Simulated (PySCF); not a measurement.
Delta-SCF ions had no search for a lower state. Excitations are Tamm–Dancoff values on a coarser integration grid. The basis has no diffuse functions, so Rydberg states are missing or too high.

## [Al(Cl)3(O(CH3)2)] (charge 0, multiplicity 1)

Level of theory: PySCF with TPSSh-D3(BJ)/def2-TZVP // PBE0-D3(BJ)/def2-SVP.

The HOMO is -7.79 eV, the dipole moment is 1.280 e·Å and the HOMO–LUMO gap is 7.70 eV. The LUMO comes out as -0.08 eV and the S1 excitation (TDA) comes out as 7.27 eV. The S1 oscillator strength is 0.000, the T1 excitation (TDA) comes out as 7.10 eV and the S1–T1 gap (TDA) is 0.16 eV. The vertical ionisation energy (Delta-SCF) is 10.16 eV, the charge on the central atom (Mulliken) is 0.52 e and the charge on the central atom (meta-Löwdin) is 0.84 e. The total energy is -1778.5106 Ha. The cost comes out as about 26 core-minutes (a rough figure).

```xyz
13

Al    -0.0799    -0.0766     0.0232
Cl     1.6483    -1.2224    -0.3940
Cl    -1.7972    -0.4921    -1.1396
Cl    -0.4224     0.3912     2.0622
C     -0.5865     2.6772    -0.7355
O      0.4304     1.6782    -0.6141
C      1.7065     2.1924    -0.2210
H     -0.2509     3.4369    -1.4552
H     -1.4843     2.1719    -1.1100
H     -0.7845     3.1303     0.2476
H      2.4078     1.3504    -0.2435
H      1.6435     2.6111     0.7950
H      2.0147     2.9622    -0.9423
```
